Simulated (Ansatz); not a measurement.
Species: H₃In, SMILES `[InH3]` (charge 0, multiplicity 1).

Give a relaxed geometry from B3LYP-D3(BJ)/def2-TZVP run with Ansatz (a program for electronic structure).

the end point of this relaxation (outside a Z-matrix the atoms follow the SMILES, hydrogens last).
Z-matrix (Å, degrees):
```
In
H 1 1.7305
H 1 1.7305 2 120.00
H 1 1.7305 2 120.00 3 180.00
```
